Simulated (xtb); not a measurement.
C3H10OSi (SMILES C[Si](C)(C)O), singlet, geometry from GFN2-xTB. Base run: GFN2-xTB (xtb 6.7.1).

The xtb input:
```
$ xtb mol.xyz --gfn 2 --json

# file mol.xyz
15

C     -0.06998070     1.17580699    -1.48327614
Si    -0.02198252     0.01459389     0.02921511
C     -0.82070664    -1.66327471    -0.35613988
C      1.78838348    -0.18625162     0.59541778
O     -0.94934960     0.60545492     1.24544665
H      0.45701902     0.75088546    -2.33099535
H      0.38922241     2.13668663    -1.26620147
H     -1.09206551     1.36669344    -1.79712218
H     -0.80770921    -2.31025554     0.51483519
H     -0.29908420    -2.17546297    -1.15808331
H     -1.85594160    -1.54197020    -0.65767680
H      2.39412918    -0.66888878    -0.16421924
H      2.24919838     0.77344668     0.81429533
H      1.85155435    -0.79078615     1.49549654
H     -0.76994763     1.45401361     1.64107608
```

Variants of this job, named by their change:

```json
[
 {"change": "base", "ΔE vs base (kcal/mol)": "0.000", "HOMO-LUMO gap (eV)": "7.29", "dipole (D)": "1.35", "G_solv (kcal/mol)": "-", "SCF cycles": "11"},
 {"change": "etemp = 1000", "ΔE vs base (kcal/mol)": "0.000", "HOMO-LUMO gap (eV)": "7.29", "dipole (D)": "1.35", "G_solv (kcal/mol)": "-", "SCF cycles": "11"},
 {"change": "acc = 0.0001", "ΔE vs base (kcal/mol)": "0.000", "HOMO-LUMO gap (eV)": "7.29", "dipole (D)": "1.35", "G_solv (kcal/mol)": "-", "SCF cycles": "19"},
 {"change": "alpb = methanol", "ΔE vs base (kcal/mol)": "-6.28", "HOMO-LUMO gap (eV)": "7.29", "dipole (D)": "1.59", "G_solv (kcal/mol)": "-6.79", "SCF cycles": "12"},
 {"change": "alpb = toluene", "ΔE vs base (kcal/mol)": "-3.85", "HOMO-LUMO gap (eV)": "7.28", "dipole (D)": "1.43", "G_solv (kcal/mol)": "-3.87", "SCF cycles": "12"},
 {"change": "etemp = 10000", "ΔE vs base (kcal/mol)": "-2.83", "HOMO-LUMO gap (eV)": "7.32", "dipole (D)": "1.34", "G_solv (kcal/mol)": "-", "SCF cycles": "11"},
 {"change": "etemp = 3000", "ΔE vs base (kcal/mol)": "0.000", "HOMO-LUMO gap (eV)": "7.29", "dipole (D)": "1.35", "G_solv (kcal/mol)": "-", "SCF cycles": "11"},
 {"change": "gbsa = methanol", "ΔE vs base (kcal/mol)": "-6.20", "HOMO-LUMO gap (eV)": "7.29", "dipole (D)": "1.62", "G_solv (kcal/mol)": "-6.82", "SCF cycles": "13"}
]
```

ALPB and GBSA are two models with their own fitted parameters for each solvent, which aren't always the measured dielectric constant.
